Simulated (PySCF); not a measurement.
A structure optimised at B3LYP-D3(BJ)/def2-SVP, used in a PySCF frequency run:

```
N
H 1 1.0202
Si 1 1.7067 2 114.17
F 3 1.6214 1 111.02 2 -57.40
F 3 1.6214 4 103.70 1 -119.29
H 3 1.4693 4 109.61 5 -116.97
Al 1 1.7926 2 116.92 3 180.00
O 7 1.6937 1 116.14 2 180.00
H 8 0.9605 7 125.29 1 180.00
O 7 1.6946 8 120.70 9 0.00
H 10 0.9593 7 129.93 8 -180.00
```
Charge 0, spin multiplicity 1.

Q: Write its SMILES, formula and point group.

A: [OH][Al]([OH])[NH][SiH](F)F, AlF2H4NO2Si, Cs

Q: What are its rotational constants (standard atomic weights)?

A: 3.4698, 0.79493, 0.76822 GHz
